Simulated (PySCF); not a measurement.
CH₅OSi, CH₅FOSi, CH₆NOSi, CH₃ClOSi (calculated)

Computed with PySCF 2.14.0. Calculation on a computer-drawn molecule: the log of a Hartree-Fock and frozen-core CCSD(T) single point meant for a local Hartree-Fock minimum, with one planted fault or none, to be diagnosed. Offsets are logged minus clean, where the clean run is the same molecule without the fault. The reference is restricted for singlets and unrestricted otherwise, and also for a bond in bohr or an excited solution. Adding or removing an electron swaps singlet and doublet. The excited solution moves the top pair (singlet) or top alpha electron (doublet) to the lowest empty orbital. Highest occupied and lowest empty are orbital energies over both spins, largest force is the largest gradient component, triples share is (T) over the correlation energy, the T1 limit is 0.02 restricted and 0.045 unrestricted, electrons count all cores, a negative frequency is imaginary (commonest isotopes), and the dipole is about the centre of nuclear charge.

Common to all runs: meant charge 0; meant basis cc-pV(D+d)Z; logged SCF converged yes; possible faults no fault, one electron removed, one electron added, multiplicity raised by two, geometry at a saddle point, SCF held on an excited solution, minimal basis STO-3G, one bond length entered in bohr, all coordinates scaled.

(1) CH₅OSi

Logged structure:
```xyz
8
CH5OSi
C      0.9154    -0.7115     0.4696
O      0.8778    -1.4064    -0.7500
Si    -0.3587    -1.4618    -1.8345
H      1.8776    -0.9035     0.9418
H      0.1220    -1.0483     1.1426
H      0.8107     0.3660     0.3146
H     -1.5838    -2.0282    -1.2113
H     -0.6651    -0.1050    -2.3591
```

```
meant multiplicity                   : 2
logged electrons                     : 32
logged basis functions               : 76
logged spin squared                  : 0
logged highest occupied              : -17.787 eV
logged lowest empty                  : -7.3519 eV
logged largest force                 : 0.093415 hartree/bohr
logged T1 diagnostic                 : 0.020371
logged D1 diagnostic                 : 0.07549
logged triples share                 : 0.025322
logged CC converged                  : yes
logged dipole magnitude              : 4.5284 debye
logged SCF stable within its kind    : yes
logged energy HF                     : -404.25847 hartree
logged energy CCSD(T)                : -404.71686 hartree
planted fault                        : one electron removed
HF energy offset from clean run      : 189.9 kcal/mol
CCSD(T) energy offset from clean run : 191.5 kcal/mol
```

Drawn bonds:
| atom | other atom | order |
| --- | --- | --- |
| 1 | 2 | 1 |
| 2 | 3 | 1 |
| 1 | 4 | 1 |
| 1 | 5 | 1 |
| 1 | 6 | 1 |
| 3 | 7 | 1 |
| 3 | 8 | 1 |

Notes: T1 above single-reference limit.

(2) CH₅FOSi

Logged structure:
```xyz
9
CH5FOSi
C     -0.1084    -1.6660    -1.0599
O     -0.8169    -0.4740    -1.2991
Si    -1.3857     0.5888    -0.2131
F     -0.1608     1.2729     0.5819
H     -0.5986    -2.2729    -0.2941
H      0.9129    -1.4506    -0.7421
H     -0.0779    -2.2326    -1.9882
H     -2.1007     1.6377    -0.9420
H     -2.2047    -0.0782     0.8112
```

```
meant multiplicity                   : 1
logged electrons                     : 42
logged basis functions               : 90
logged spin squared                  : 2.0123
logged highest occupied              : -2.5516 eV
logged lowest empty                  : -1.3418 eV
logged largest force                 : 0.15842 hartree/bohr
logged T1 diagnostic                 : 0.094051
logged D1 diagnostic                 : 0.59063
logged triples share                 : 0.025585
logged CC converged                  : yes
logged dipole magnitude              : 6.814 debye
logged SCF stable within its kind    : yes
logged energy HF                     : -503.81211 hartree
logged energy CCSD(T)                : -504.46585 hartree
planted fault                        : multiplicity raised by two
HF energy offset from clean run      : 193.2 kcal/mol
CCSD(T) energy offset from clean run : 198.8 kcal/mol
```

Drawn bonds:
| atom | other atom | order |
| --- | --- | --- |
| 1 | 2 | 1 |
| 2 | 3 | 1 |
| 3 | 4 | 1 |
| 1 | 5 | 1 |
| 1 | 6 | 1 |
| 1 | 7 | 1 |
| 3 | 8 | 1 |
| 3 | 9 | 1 |

Notes: T1 above single-reference limit.

(3) CH₆NOSi

Logged structure:
```xyz
10
CH6NOSi
C     -1.2537    -1.2537    -1.7552
O     -0.8979    -0.8373    -0.4608
Si     0.4624    -0.0114    -0.0406
N      0.5433     1.4681    -0.9215
H     -2.2826    -1.6109    -1.7288
H     -0.6098    -2.0705    -2.0929
H     -1.1815    -0.4320    -2.4709
H      1.6963    -0.7616    -0.4082
H     -0.1566     2.1722    -0.7746
H      1.4408     1.8981    -1.0524
```

```
meant multiplicity                : 2
logged electrons                  : 41
logged basis functions            : 95
logged spin squared               : 0.7543
logged highest occupied           : -8.3534 eV
logged lowest empty               : 2.4607 eV
logged largest force              : 1.164e-05 hartree/bohr
logged lowest frequency           : 77.2 cm⁻¹
logged T1 diagnostic              : 0.013729
logged D1 diagnostic              : 0.059261
logged triples share              : 0.024624
logged CC converged               : yes
logged dipole magnitude           : 1.724 debye
logged SCF stable within its kind : yes
logged energy HF                  : -459.63308 hartree
logged energy CCSD(T)             : -460.27097 hartree
planted fault                     : withheld
```

Drawn bonds:
| atom | other atom | order |
| --- | --- | --- |
| 1 | 2 | 1 |
| 2 | 3 | 1 |
| 3 | 4 | 1 |
| 1 | 5 | 1 |
| 1 | 6 | 1 |
| 1 | 7 | 1 |
| 3 | 8 | 1 |
| 4 | 9 | 1 |
| 4 | 10 | 1 |

(4) CH₃ClOSi

Logged structure:
```xyz
7
CH3ClOSi
C     -2.7516     0.8122    -0.1569
O     -2.8397     0.2733    -1.4562
Si    -2.7998     1.0748    -2.8789
Cl    -2.9953    -0.5563    -4.1920
H     -3.6531     0.5522     0.3959
H     -1.8895     0.3791     0.3481
H     -2.6452     1.9003    -0.1713
```

```
meant multiplicity                : 1
logged electrons                  : 48
logged basis functions            : 89
logged spin squared               : 0
logged highest occupied           : -5.2749 eV
logged lowest empty               : -3.1721 eV
logged largest force              : 0.046555 hartree/bohr
logged CC converged               : no
logged dipole magnitude           : 3.4119 debye
logged SCF stable within its kind : no
logged energy HF                  : -862.63918 hartree
planted fault                     : withheld
```

Drawn bonds:
| atom | other atom | order |
| --- | --- | --- |
| 1 | 2 | 1 |
| 2 | 3 | 1 |
| 3 | 4 | 1 |
| 1 | 5 | 1 |
| 1 | 6 | 1 |
| 1 | 7 | 1 |

Notes: CCSD not converged.

(5) CH₃ClOSi

Logged structure:
```xyz
7
CH3ClOSi
C     -2.7516     0.8122    -0.1569
O     -2.8397     0.2733    -1.4562
Si    -2.7998     1.0748    -2.8789
Cl    -2.9953    -0.5563    -4.1920
H     -3.6531     0.5522     0.3959
H     -1.1225    -0.0063     0.7974
H     -2.6452     1.9003    -0.1713
```

```
meant multiplicity                : 1
logged electrons                  : 48
logged basis functions            : 89
logged spin squared               : 0.7221
logged highest occupied           : -9.9202 eV
logged lowest empty               : 1.1405 eV
logged largest force              : 0.030096 hartree/bohr
logged T1 diagnostic              : 0.053182
logged D1 diagnostic              : 0.2526
logged triples share              : 0.034859
logged CC converged               : yes
logged dipole magnitude           : 2.8796 debye
logged SCF stable within its kind : yes
logged energy HF                  : -862.84942 hartree
logged energy CCSD(T)             : -863.44944 hartree
planted fault                     : withheld
```

Drawn bonds:
| atom | other atom | order |
| --- | --- | --- |
| 1 | 2 | 1 |
| 2 | 3 | 1 |
| 3 | 4 | 1 |
| 1 | 5 | 1 |
| 1 | 6 | 1 |
| 1 | 7 | 1 |

Notes: T1 above single-reference limit.

## Withheld values
1. Which fault was planted in the run of CH₆NOSi (entry 3)?
2. Which fault was planted in the run of CH₃ClOSi (entry 4)?
3. Which fault was planted in the run of CH₃ClOSi (entry 5)?

Calculated values
1. no fault
2. SCF held on an excited solution
3. one bond length entered in bohr, row 5 of the drawn bonds

Further results for CH₆NOSi (entry 3):

```
HF energy offset from clean run      : 0 kcal/mol
CCSD(T) energy offset from clean run : 0 kcal/mol
```

Further results for CH₃ClOSi (entry 4):

```
HF energy offset from clean run : 211 kcal/mol
```

Further results for CH₃ClOSi (entry 5):

```
HF energy offset from clean run      : 79.11 kcal/mol
CCSD(T) energy offset from clean run : 79.7 kcal/mol
```
